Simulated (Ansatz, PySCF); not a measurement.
Reaction (SMILES): CO[Si](N)(N)N + O (H2O) + 3 [SiH4] (SiH4) → CO (CH4O) + 3 N[SiH3] + O[SiH3] [hydroxysilane]
Each molecule is optimised on its own at B3LYP-D3(BJ)/def2-TZVP (Ansatz, a first-principles code), one conformer each, not searched for the lowest. Frequencies are from Ansatz or PySCF.

Quantity: bond separation energy (0 K, with B3LYP-D3(BJ) harmonic zero-point energies), in kcal/mol. Correlated levels leave the core frozen unless marked. No spin-orbit coupling. No relativistic terms. CBS marks a two-point X^-3 extrapolation of the correlation energy; Hartree-Fock from the larger set. The bracket is a focal-point correction in the basis named.

```json
[
 {"level": "HF/STO-3G", "program": "Ansatz", "bond separation energy (kcal/mol)": "23.9"},
 {"level": "BLYP-D3(BJ)/def2-TZVPD", "program": "Ansatz + dftd3", "bond separation energy (kcal/mol)": "23.1"},
 {"level": "revPBE-D4/def2-TZVPD", "program": "Ansatz + dftd4", "bond separation energy (kcal/mol)": "25.7"},
 {"level": "PBE0-D4/def2-TZVP", "program": "Ansatz + dftd4", "bond separation energy (kcal/mol)": "24.4"},
 {"level": "B2PLYP-D4/def2-TZVPD", "program": "Ansatz + dftd4", "bond separation energy (kcal/mol)": "24.2"},
 {"level": "CCSD/6-31G", "program": "Ansatz", "bond separation energy (kcal/mol)": "35.8"},
 {"level": "RI-MP2/CBS(cc-pV(T+d)Z,cc-pV(Q+d)Z)+[CCSD(T)-MP2]/cc-pV(T+d)Z", "program": "Ansatz", "bond separation energy (kcal/mol)": "24.1"}
]
```
